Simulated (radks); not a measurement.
Task: Radial electron density D(r) = 4 pi r^2 rho(r) of an atom or ion with 36 electrons. Method: Dirac Kohn-Sham, PBE, spin-unpolarised, spherical densities, finite nucleus; Fermi nuclear charge, rms radius of each element as measured or else 0.836 A^(1/3) + 0.57 fm; computed with a radial shooting solver on a logarithmic mesh with Libxc functionals.

```
   r/bohr * D(r) (the largest magnitude, 57.2, reaches the edge; | marks zero)
 0.002052 | *
 0.002759 |  *
 0.003709 |     *
 0.004987 |        *
 0.006704 |             *
 0.009014 |                    *
  0.01212 |                            *
  0.01629 |                                     *
  0.02191 |                                           *
  0.02945 |                                             *
   0.0396 |                                         *
  0.05324 |                                      *
  0.07157 |                                         *
  0.09623 |                                                  *
   0.1294 |                                                      *
   0.1739 |                                           *
   0.2339 |                              *
   0.3144 |                                 *
   0.4227 |                                    *
   0.5684 |                       *
   0.7641 |          *
    1.027 |       *
    1.381 |      *
    1.857 |  *
    2.497 |*
    3.357 *
    4.513 *
    6.068 *
    8.158 *
    10.97 *
```

What is the nuclear charge?

Result: Z = 38. The innermost maximum, from 1s, lies near gamma/Z bohr with gamma = sqrt(1 - (Z/c)^2) = 0.961, here 0.0253 bohr (found: 0.0276), and its height grows with Z. The density is that of the strontium ion Sr2+ in [Ar] 3d8 4s2 4p6 4f2; the configuration itself is not fixed sharply by these data, and Z only to a few units. D(r) has 4 maxima, at r = 0.0276, 0.121, 0.390, 3.70 bohr, and minima at 0.0563, 0.253, 3.47 bohr, inside which lie 2.07, 10.98, 34.66 electrons.
